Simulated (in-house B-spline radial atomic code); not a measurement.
Ionising Cu⁵⁺ with different functionals

Computed with a B-spline radial code for spherical atoms: non-relativistic Hamiltonian, point nucleus, spin-polarised at highest spin, spherical fractional occupations for the functionals, and exact exchange of hybrids averaged over the configuration. The ionisation energy is the difference of two self-consistent energies, [Ar] 3d6 → [Ar] 3d5, without Breit or QED terms; ε is the level of the shell that loses the electron (its least bound occupied spin orbital).

```
   method                    rung  ΔSCF (eV)  -ε(3d) (eV)
     PBE0           global hybrid     104.76        96.07
    B3LYP           global hybrid     105.05        95.58
    TPSSh           global hybrid     104.60        93.69
   M06-2X           global hybrid     104.76       100.36
BHandHLYP           global hybrid          ?            ?
  r2SCAN0           global hybrid     103.86        95.41
    B97-1           global hybrid     104.85        95.54
    HSE06  range-separated hybrid          ?            ?
    wB97X  range-separated hybrid     104.60        98.22
CAM-B3LYP  range-separated hybrid     105.00        97.59
  LC-wPBE  range-separated hybrid     105.08        98.29
```

**Question.** What does HSE06 give?

**Answer.** ΔSCF 104.76 eV, and -ε(3d) = 95.64 eV.

**Question.** What does BHandHLYP give?

**Answer.** ΔSCF 104.52 eV, and -ε(3d) = 99.58 eV.

**Question.** Among the functionals, which spreads more, the ΔSCF values or the orbital energies?

**Answer.** The orbital energies: ΔSCF values span about 1.22 eV and the orbital energies 6.67 eV; here energy differences depend much less on the functional than eigenvalues do.

**Question.** How do they compare with the NIST value?

**Answer.** NIST lists 103 eV ± 1 (semi-empirical, ground level to ground level). Errors run from +0.86 to +2.08 eV; r2SCAN0 is closest (+0.86 eV), though others lie within the uncertainty of it, and part of that can be cancellation, since the calculations leave out relativity, Breit-QED terms, multiplet and fine-structure energies.
